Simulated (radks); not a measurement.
The numbers below are computed, except where a source is named.
Coulomb parameter of the 3d shell of the copper ion Cu+ in the model configuration [Ar] 3d9 4p1, as a second difference U = [E(n + 1) + E(n - 1) - 2 E(n)] / (1)^2 with all orbitals relaxed. "Bare": the charge of the atom changes with n. "Screened": the 4p shell takes up the change at fixed total charge, which measures U(3d,3d) + U(4p,4p) - 2 U(3d,4p). Level of theory: Dirac Kohn-Sham, PBE, spin-unpolarised, spherical densities, finite nucleus; open shells are shared between the two j in proportion to 2j + 1; Fermi nuclear charge, rms radius 3.8823 fm (a radial shooting solver on a logarithmic mesh with Libxc functionals).

start: configuration [Ar] 3d9 4p1; E - E(n) (eV) 0.000
bare +1: configuration [Ar] 3d10 4p1; E - E(n) (eV) -13.445
bare -1: configuration [Ar] 3d8 4p1; E - E(n) (eV) 28.966
screened +1: configuration [Ar] 3d10; E - E(n) (eV) -9.432
screened -1: configuration [Ar] 3d8 4p2; E - E(n) (eV) 14.900

U(bare) = 15.522 eV, U(screened by 4p) = 5.468 eV.
